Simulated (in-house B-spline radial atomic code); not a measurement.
## Gd+: [Xe] 4f7 5d1 6s1 (with a hole in an inner shell)

Level of theory: Dirac-Hartree-Fock, average of configuration, Fermi nucleus of rms radius 5.1569 fm; calculated with a radial B-spline atomic code at the basis-set limit.

Screening seen three ways: the hydrogenic charge with the same mean radius, Z_r = [3n² - l(l+1)]/(2<r>), the one with the same energy, Z_e = n√(-2ε), and Slater's rules. Values are occupation-weighted means over j. An effective charge above Z reflects the relativistic contraction of the inner shells.

```csv
shell,electrons,ε (eV),<r> (bohr),Z_r,Z_e,Slater
1s,2,-50549,0.0219,68.48,60.95,63.70
2s,2,-8470.3,0.09266,64.75,49.90,59.85
2p,6,-7557.9,0.08208,60.92,47.14,59.85
3s,2,-1934,0.2431,55.53,35.77,52.75
3p,6,-1642.7,0.2417,51.72,32.96,52.75
3d,10,-1244.9,0.2208,47.54,28.70,42.85
4s,2,-418.51,0.5529,43.40,22.18,36.25
4p,6,-319.25,0.5843,39.36,19.38,36.25
4d,10,-175.85,0.6378,32.92,14.38,24.85
5s,2,-67.346,1.355,27.68,11.12,12.30
5p,6,-40.352,1.57,23.25,8.61,12.30
4f,7,-25.798,0.8342,21.58,5.51,15.90
5d,1,-12.107,2.537,13.60,4.72,3.00
6s,1,-11.19,3.859,13.99,5.44,3.35
```

The least bound orbital is 6s1/2 at -11.19 eV, and it is also the most diffuse (<r> = 3.859 bohr).

Spin-orbit splittings of the orbital energies (j = l + 1/2 above j = l - 1/2 when positive): 2p 697.8 eV, 3p 146 eV, 3d 31.41 eV, 4p 32.75 eV, 4d 6.014 eV, 5p 4.644 eV, 4f 0.761 eV, 5d 0.2003 eV.

For the 1s electron the small component carries 5.69 % of the norm, the zero-frequency Breit interaction raises the level by 150.9 eV, self-energy by 90.3 eV, and vacuum polarisation lowers it by 14.72 eV.
